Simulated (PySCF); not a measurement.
## Calculated data, H$_{5}$NOSi$_{2}$

All values are calculated (PySCF 2.14.0). Calculation on a computer-drawn molecule: the log of a Hartree-Fock and frozen-core CCSD(T) single point meant for a local Hartree-Fock minimum, with one planted fault or none, to be diagnosed. Offsets are logged minus clean, where the clean run is the same molecule without the fault. The reference is restricted for singlets and unrestricted otherwise, and also for a bond in bohr or an excited solution. Adding or removing an electron swaps singlet and doublet. The excited solution moves the top pair (singlet) or top alpha electron (doublet) to the lowest empty orbital. Highest occupied and lowest empty are orbital energies over both spins, largest force is the largest gradient component, triples share is (T) over the correlation energy, the T1 limit is 0.02 restricted and 0.045 unrestricted, electrons count all cores, a negative frequency is imaginary (commonest isotopes), and the dipole is about the centre of nuclear charge.

```xyz
9
formula=H5NOSi2 meant_charge=0 meant_multiplicity=1 meant_basis=cc-pV(D+d)Z logged_electrons=49 logged_basis_functions=99 logged_SCF_converged=yes logged_spin_squared=0.7682 logged_highest_occupied=-0.054454 logged_lowest_empty=8.0098 logged_largest_force=0.039054 logged_T1_diagnostic=0.01671 logged_D1_diagnostic=0.062144 logged_triples_share=0.025228 logged_CC_converged=yes logged_dipole_magnitude=2.9277 logged_SCF_stable_within_its_kind=yes logged_energy_HF=-710.09722 logged_energy_CCSD(T)=-710.70507 possible_faults=no_fault,one_electron_removed,one_electron_added,multiplicity_raised_by_two,geometry_at_a_saddle_point,SCF_held_on_an_excited_solution,minimal_basis_STO-3G,one_bond_length_entered_in_bohr,all_coordinates_scaled planted_fault=one_electron_added HF_energy_offset_from_clean_run=16.94 CCSD(T)_energy_offset_from_clean_run=14.11
N     -1.7241     0.4017     3.0321
Si    -2.0433     1.6466     1.9118
Si    -1.2737     0.4687    -0.0660
O     -2.2311     0.7591    -1.3960
H     -1.9003     0.5287     4.0119
H     -1.3766    -0.5207     2.8449
H     -1.2857    -1.0057     0.1069
H      0.1353     0.8677    -0.3495
H     -2.3991     1.6550    -1.6454
```

Units: logged_highest_occupied, logged_lowest_empty in eV; logged_largest_force in hartree/bohr; logged_dipole_magnitude in debye; logged_energy_HF, logged_energy_CCSD(T) in hartree; HF_energy_offset_from_clean_run, CCSD(T)_energy_offset_from_clean_run in kcal/mol.

Drawn bonds:
```
atom  other atom  order
   1           2      1
   2           3      1
   3           4      1
   1           5      1
   1           6      1
   3           7      1
   3           8      1
   4           9      1
```
